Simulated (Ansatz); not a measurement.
A nudged elastic band was laid between two geometries of a periodic cell of 13 atoms, KAl12 (surface Al(111), adsorbate K).

Level of theory: DFT PBE, scalar-relativistic, plane waves, PAW (Ansatz 0.2.0). Settings: cutoff 420 eV, k mesh 3x3x1, gaussian smearing 0.1 eV, no spin polarisation.

```json
{
 "movable images": "5",
 "climbing image": "yes",
 "spring": "5.0 eV/Å²",
 "optimiser": "quadratic models (default)",
 "start path": "IDPP",
 "force threshold": "0.03 eV/Å",
 "iteration limit": "46",
 "end points": "relaxed",
 "atoms held": "1 to 4"
}
```

First end point:

```xyz
13
Lattice="5.7276 0.0000 0.0000 2.8638 4.9602 0.0000 0.0000 0.0000 15.6765" Properties=species:S:1:pos:R:3
Al 1.432 0.827 1.000
Al 4.296 0.827 1.000
Al 2.864 3.307 1.000
Al 5.728 3.307 1.000
Al -0.011 1.654 3.382
Al 2.874 1.657 3.367
Al 1.432 4.134 3.339
Al 4.293 4.124 3.375
Al 0.022 0.013 5.719
Al 2.842 0.019 5.694
Al 1.437 2.448 5.675
Al 4.307 2.482 5.827
K 4.183 -0.950 8.624
```

Last end point:

```xyz
13
Lattice="5.7276 0.0000 0.0000 2.8638 4.9602 0.0000 0.0000 0.0000 15.6765" Properties=species:S:1:pos:R:3
Al 1.432 0.827 1.000
Al 4.296 0.827 1.000
Al 2.864 3.307 1.000
Al 5.728 3.307 1.000
Al -0.003 1.644 3.375
Al 2.864 1.654 3.339
Al 1.442 4.137 3.367
Al 4.284 4.134 3.382
Al 0.012 0.002 5.827
Al 2.869 -0.032 5.675
Al 1.410 2.499 5.694
Al 4.318 2.493 5.719
K 5.615 -3.430 8.624
```

Problem. What changes between the two ends?

Solution. The atom that moves furthest is K13, by 2.86 Å.

Problem. What energy profile does the band end with?

Solution. It converged. The highest image is number 3 of 0 to 6, 0.008 eV above the ends, which have the same energy within 2 meV. By the program's own check the climbing image is of a kind that is not told: the force calls were inconclusive, a negative curvature could not be distinguished from the path's own, the only one lies far off the path, or fixed occupations may fill a level only in part (lowest curvatures found: 0.00 and 0.02 eV/Å²). Limits of this set-up: coarse k mesh, thin slab, slab without dipole correction.

| image | path coordinate (Å) | energy (eV) |
| --- | --- | --- |
| 0 | 0.00 | 0.000 |
| 1 | 0.56 | 0.003 |
| 2 | 1.12 | 0.008 |
| 3 | 1.69 | 0.008 |
| 4 | 2.26 | 0.007 |
| 5 | 2.84 | 0.002 |
| 6 | 3.42 | 0.000 |

Problem. What is the geometry of the highest image?

Solution. 
```xyz
13
Lattice="5.7276 0.0000 0.0000 2.8638 4.9602 0.0000 0.0000 0.0000 15.6765" Properties=species:S:1:pos:R:3
Al 1.432 0.827 1.000
Al 4.296 0.827 1.000
Al 2.864 3.307 1.000
Al 5.728 3.307 1.000
Al -0.005 1.650 3.379
Al 2.864 1.646 3.357
Al 1.426 4.138 3.359
Al 4.301 4.137 3.374
Al 0.002 0.014 5.713
Al 2.860 -0.003 5.825
Al 1.408 2.466 5.678
Al 4.311 2.473 5.707
K 5.608 -1.748 8.626
```

Run time: 12 min on 1 thread of Arm Neoverse V1 (shared host), peak memory 0.7 GiB.
